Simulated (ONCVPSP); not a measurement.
## Before and after: ONCV potential for Pb (Z = 82)

```json
{
  "Element": "lead (Pb)",
  "Generator": "ONCVPSP 4.0.1",
  "Type": "optimised norm-conserving Vanderbilt (ONCV)",
  "Functional": "PBEsol",
  "Relativity": "scalar-relativistic",
  "Frozen core": "[Xe] 4f14",
  "Valence charge": "14",
  "Reference configuration": "5d10 6s2 6p2",
  "Partial waves": "6s: rc 1.60 bohr, ncon 3, nbas 6, qcut 3.8 1/bohr, 3 projectors, debl 2.9 Ha; 6p: rc 2.55 bohr, ncon 4, nbas 7, qcut 2.9 1/bohr, 2 projectors, debl 0.7 Ha; 5d: rc 1.30 bohr, ncon 3, nbas 7, qcut 7.7 1/bohr, 3 projectors, debl 0.3 Ha",
  "Local potential": "polynomial inside 1.15 bohr (lpopt 5, dvloc0 3 Ha)",
  "Core correction": "none"
}
```

In the d channel the program set the typed energies aside and used -0.778, 0.250, 0.550 Ha.

Change: p: qcut 3.5.

Cutoffs: the cutoffs (Ha) at which the residual kinetic energy of the hardest occupied pseudo-wave falls to 1 and 0.1 mHa per electron; they do not see the model core or the augmentation charge, which bear on the density cutoff. Errors are all-electron minus pseudo energies relative to the spin-unpolarised reference configuration.

Problem. Predict the effect on cutoff, ghosts and configuration errors.

Solution. The potential gets neither clearly harder nor softer (35 Ha and 46 Ha → 35 Ha and 46 Ha); both files keep a bound ghost (p, s); of the 4 tests that both files solve, the error grows in 1 and shrinks in 0 by more than 15 % and 0.3 meV (median size 11.9 → 16.3 meV).

```tsv
quantity	base	changed
cutoff, loose	35 Ha	35 Ha
cutoff, tight	46 Ha	46 Ha
loose cutoff by channel	s 35 Ha, p 4.8 Ha, d 25 Ha	s 35 Ha, p 4.8 Ha, d 25 Ha
bound ghosts	s, p	s, p
GHOST(+) flags under 300 eV	s at 231.2 eV	s at 231.2 eV
error for 5d10 6s2 6p1, meV [ΔE 6.60 eV]	-4.2	-4.4
error for 5d10 6s2 6p0, meV [ΔE 20.05 eV]	-17	-17
error for 5d10 6s1 6p0, meV [ΔE 52.53 eV]	-34	-30
error for 5d10 6s0 6p4, meV [ΔE 17.91 eV]	-7.2	-16
s: phases at 1.62 bohr within 0.05 rad from the reference energy up to (Ha; the scan ends near 5)	to the end of the scan	to the end of the scan
p: phases at 2.58 bohr within 0.05 rad from the reference energy up to (Ha; the scan ends near 5)	2.5	2.4
d: phases at 1.32 bohr within 0.05 rad from the reference energy up to (Ha; the scan ends near 5)	to the end of the scan	to the end of the scan
```

 A true bound ghost makes a file unfit for plane-wave use even where its test errors are small: the radial tests pick states by their node count and pass the ghost by.
